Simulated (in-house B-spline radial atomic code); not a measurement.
Ti III (Ti2+): [Ar] 3d2 (with a hole in an inner shell)

Computed with a B-spline radial code for spherical atoms: Dirac-Kohn-Sham relativistic LDA, spherical fractional occupations, Fermi nucleus of rms radius 3.5921 fm.

Z_r = [3n² - l(l+1)]/(2<r>); Z_e = n√(-2ε); the last column is Slater's effective charge. Values are occupation-weighted means over j.

| shell | electrons | ε (eV) | <r> (bohr) | Z_r | Z_e | Slater |
| --- | --- | --- | --- | --- | --- | --- |
| 1s | 2 | -4860.6 | 0.06982 | 21.48 | 18.90 | 21.70 |
| 2s | 2 | -550.46 | 0.326 | 18.40 | 12.72 | 17.85 |
| 2p | 6 | -459.5 | 0.2904 | 17.22 | 11.62 | 17.85 |
| 3s | 2 | -78.162 | 1.009 | 13.38 | 7.19 | 10.75 |
| 3p | 6 | -54.745 | 1.085 | 11.52 | 6.02 | 10.75 |
| 3d | 2 | -19.945 | 1.426 | 7.36 | 3.63 | 3.65 |

The least bound orbital is 3d5/2 at -19.92 eV, and it is also the most diffuse (<r> = 1.427 bohr).

Spin-orbit splittings of the orbital energies (j = l + 1/2 above j = l - 1/2 when positive): 2p 5.741 eV, 3p 0.6648 eV, 3d 0.05241 eV.

For the 1s electron the small component carries 0.617 % of the norm, the zero-frequency Breit interaction raises the level by 4.857 eV, self-energy by 2.302 eV, and vacuum polarisation lowers it by 0.1789 eV.
